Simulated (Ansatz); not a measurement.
Input for Ansatz (a first-principles code): R-CAM-B3LYP/def2-TZVPP on H4O4Ti (SMILES [OH][Ti]([OH])([OH])[OH]).

Ansatz 0.2 input:
```yaml
crystal:
  periodic: [false, false, false]
  atoms:
    - {symbol: Ti, position_ang: [0.05748438, 0.12963244, 0.02765677]}
    - {symbol: O, position_ang: [1.15509772, 1.06309142, 1.13340824]}
    - {symbol: H, position_ang: [1.77231973, 0.75075699, 1.80009826]}
    - {symbol: O, position_ang: [1.01983560, -1.03288698, -0.97506566]}
    - {symbol: H, position_ang: [0.91477875, -1.98148978, -1.08541349]}
    - {symbol: O, position_ang: [-0.81545285, 1.31765814, -1.02044378]}
    - {symbol: H, position_ang: [-0.90441833, 1.37660019, -1.97509501]}
    - {symbol: O, position_ang: [-1.12455457, -0.84930144, 0.98980215]}
    - {symbol: H, position_ang: [-2.07489043, -0.77396098, 1.10495252]}
basis:
  gaussian:
    orbitals: def2-TZVPP
hamiltonian:
  xc: {name: CAM-B3LYP}
scf: {lower_state_search: off}
```

Question: What total energy does the run end on?

Answer: -1153.0790 hartree.

Question: How many basis functions does it have, and what does it roughly cost on one machine?

Answer: 244 functions; roughly 11 core-seconds.
